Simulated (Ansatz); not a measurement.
Zn7Te6⁺. The state is a doublet with charge 1. Geometry PBE-D4/def2-SVP; atoms count from 1.

```xyz
13

Zn    2.683    3.849   -2.852
Zn    0.445   -1.625   -1.020
Zn    0.496    1.589   -0.453
Zn   -1.854    0.063   -0.251
Zn   -0.735    1.386    2.708
Zn    1.032   -2.423    1.708
Zn    0.232   -0.700    3.230
Te   -1.717    2.553    0.624
Te   -2.020   -1.927    1.464
Te    2.178   -0.289    0.434
Te   -0.479   -3.888    0.110
Te   -1.104   -0.443   -2.718
Te    0.845    1.855   -2.983
```

In the def2 sets Te takes a core potential; there is no spin–orbit coupling. Single mean-field runs in def2-TZVP are fitted with def2-universal-jkfit. Another isomer (doublet) lies 2.64 eV lower at PBE0-D4/def2-TZVP; other spin states weren't run for this one.

Problem. Estimate the Mulliken populations from the PBE0/def2-TZVP orbitals of Ansatz.

Solution. 
```json
{"atom": "Zn1", "charge (e)": "0.22", "spin (α − β)": "0.01", "d electrons": "10.02"}
{"atom": "Zn2", "charge (e)": "0.36", "spin (α − β)": "0.00", "d electrons": "10.10"}
{"atom": "Zn3", "charge (e)": "0.33", "spin (α − β)": "-0.01", "d electrons": "10.13"}
{"atom": "Zn4", "charge (e)": "0.29", "spin (α − β)": "0.00", "d electrons": "10.10"}
{"atom": "Zn5", "charge (e)": "0.20", "spin (α − β)": "0.08", "d electrons": "10.03"}
{"atom": "Zn6", "charge (e)": "0.19", "spin (α − β)": "0.26", "d electrons": "10.08"}
{"atom": "Zn7", "charge (e)": "0.16", "spin (α − β)": "0.24", "d electrons": "10.03"}
{"atom": "Te8", "charge (e)": "-0.19", "spin (α − β)": "0.06", "d electrons": "–"}
{"atom": "Te9", "charge (e)": "-0.06", "spin (α − β)": "0.05", "d electrons": "–"}
{"atom": "Te10", "charge (e)": "-0.21", "spin (α − β)": "0.23", "d electrons": "–"}
{"atom": "Te11", "charge (e)": "-0.05", "spin (α − β)": "0.03", "d electrons": "–"}
{"atom": "Te12", "charge (e)": "-0.14", "spin (α − β)": "-0.01", "d electrons": "–"}
{"atom": "Te13", "charge (e)": "-0.11", "spin (α − β)": "0.06", "d electrons": "–"}
```
Mulliken values and Mayer orders depend strongly on the basis.

Problem. Where does the spin sit?

Solution. Summed by element: Zn 0.59, Te 0.41, of 1 unpaired in all. Largest on single atoms: Zn6 0.26, Zn7 0.24, Te10 0.23.

Problem. And the Mayer bond orders between bonded heavy atoms (over 0.3)?

Solution. Zn1–Te13 0.74 (2.72 Å); Zn2–Te10 0.70 (2.63 Å); Zn2–Te11 0.59 (2.69 Å); Zn2–Te12 0.79 (2.58 Å); Zn3–Te8 0.65 (2.64 Å); Zn3–Te10 0.66 (2.67 Å); Zn3–Te13 0.84 (2.57 Å); Zn4–Te8 0.74 (2.64 Å); Zn4–Te9 0.72 (2.63 Å); Zn4–Te12 0.77 (2.63 Å); Zn5–Zn7 0.84 (2.36 Å); Zn5–Te8 0.88 (2.58 Å); Zn6–Zn7 0.58 (2.43 Å); Zn6–Te10 0.64 (2.74 Å); Zn6–Te11 0.74 (2.64 Å); Zn7–Te9 0.31 (3.11 Å); Te9–Te11 1.01 (2.84 Å); Te12–Te13 0.61 (3.02 Å).
